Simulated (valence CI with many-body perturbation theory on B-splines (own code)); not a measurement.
Ho45+: key properties

Method: relativistic CI+MBPT: four valence electrons over a frozen Dirac-Fock core [Ar], radial functions for each j: 9 s, 9 p, 10 d, 8 f, 5 g, 3 h, 1 i, with the one-electron correlation potential Σ1 (screened to all orders), the two-electron term Σ2, the three-electron term Σ3, Breit, model QED; selected single and double excitations, second order for the rest (own B-spline code, finite nucleus).

No measured spectrum was set against this ion. As an estimate, large intervals hold to a few tenths of a per cent, small ones and those within an open d or f shell to about a per cent. The list stops below the first excitations out of the core. Only levels of the ground parity were solved; by the run's estimate the other parity begins above the list, which can be wrong where configurations are misplaced.

Levels are named by their leading jj configuration (3d3/2^4 stands for four electrons in 3d with j = 3/2), which in mixed levels can hold well under half, so a name can repeat and another be missing.

Rates and lifetimes use the calculated energies. Strong lines usually hold to 10 to 20 %, long lifetimes can be off by a factor of two.

**Question.** What is the ground level?

**Answer.** (3d3/2^4) J=0, composition 59 % 3d4 3P + 28 % 3d4 5D + 13 % 3d4 1S.

**Question.** How well does LS coupling describe the low levels?

**Answer.** Among the lowest 20 levels the leading LS term, summed over configurations, holds 47 % on average. For single configurations the figures are 47 % in LS and 95 % in jj coupling. Terms mix most in the J = 4 level at 389150 cm⁻¹, where the leading one holds 29 %.

**Question.** What is the ionisation energy?

**Answer.** 3760.9 eV; NIST lists 3760 ± 4 eV (theoretical).

**Question.** Name the longest-lived excited levels whose lifetime is computed, and their main decay.

**Answer.** (3d3/2^2 3d5/2^2) J=6 at 752790 cm⁻¹ lives 11.7 ms, mostly by M1 to (3d3/2^2 3d5/2^2) J=5. The lifetime of (3d3/2^3 3d5/2) J=4 is too uncertain to give, and may be longer.
